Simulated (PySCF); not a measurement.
# What a mistake does to a calculation on BCGeH5O

All numbers below are calculated, not measured. They come from PySCF 2.14.0, an open-source quantum chemistry program, on an isolated molecule that a program drew, which may never have been made. The molecule is BCGeH5O (charge 0, singlet), drawn as the SMILES string `B[C](O)=[GeH2]`.

Each row is a Hartree-Fock (HF) and frozen-core CCSD(T) single point in the cc-pVDZ basis, meant for a local HF minimum. Run 1 is clean. Each other run has one planted mistake out of seven kinds, and not every kind appears here: one electron removed, one electron added, multiplicity raised by two, geometry at a saddle point, minimal basis STO-3G, one bond length entered in bohr, all coordinates scaled. The reference is restricted for singlets and unrestricted otherwise, and also for a bond in bohr. Adding or removing an electron swaps singlet and doublet. Electrons count all cores. HOMO and LUMO are orbital energies over both spins, the gradient is its largest component, and the lowest frequency (negative if imaginary) is given only where the gradient is small. Bond lengths are over the 8 bonds as drawn. T1 is the CCSD diagnostic: over 0.02 (restricted) or 0.045 (unrestricted) a single reference is doubtful. Germanium has the cc-pVDZ-PP basis, with a core potential (ECP10MDF) in place of its 10 inner electrons, and its 3s, 3p and 3d shells are frozen in CCSD(T).

Geometry of the clean run:
```xyz
9
BCGeH5O, angstrom
B    -0.2122    0.4701   -0.8138
C    -0.4236   -0.8115   -0.0242
O     0.5365   -1.4144    0.7384
Ge   -2.0645   -1.5391   -0.1373
H     0.8567    1.0301   -0.7982
H    -1.1140    0.9289   -1.4574
H     1.3320   -0.9041    0.6867
H    -3.1277   -0.8734   -0.9807
H    -2.4994   -2.8149    0.5659
```

```
run  electrons  basis functions  <S^2>  HOMO (eV)  LUMO (eV)  gradient (hartree/bohr)  lowest frequency (cm^-1)  mean bond (Å)  longest bond (Å)      T1  HF (hartree)  CCSD(T) (hartree)                          mistake
  1         56               90  0.000      -7.96       0.93                  1.4e-05                       162         1.3837             1.799  0.0148    -433.62469         -434.18767                         no fault
  2         56               90  1.379      -8.14       1.01                  3.4e-02                         -         1.5528             2.873  0.0572    -433.53199         -434.07034  one bond length entered in bohr
  3         56               90  0.000      -8.04       1.09                  4.2e-02                         -         1.3339             1.734  0.0139    -433.61163         -434.16675           all coordinates scaled
  4         57               90  0.889      -0.43       7.24                  4.9e-02                         -         1.3837             1.799  0.0246    -433.61549         -434.18939               one electron added
  5         55               90  0.757     -15.85      -6.25                  6.5e-02                         -         1.3837             1.799  0.0239    -433.37118         -433.89383             one electron removed
  6         56               90  2.022      -6.41       0.16                  8.8e-02                         -         1.3837             1.799  0.0231    -433.58279         -434.11766                                ?
```

**Which mistake was planted in run 6, and what did it cost?**

Electrons, basis and geometry are unchanged, and <S^2> is 2.022, beside S(S+1) = 2.00 for a multiplicity of 3. So the mistake is: multiplicity raised by two. Subtracting run 1 and multiplying by 627.51 kcal/mol a hartree, the energy moved by 26.3 kcal/mol in HF and 43.9 kcal/mol in CCSD(T).

Cautions from the logs. Run 2: T1 is over the limit, so its CCSD(T) energy is less reliable.
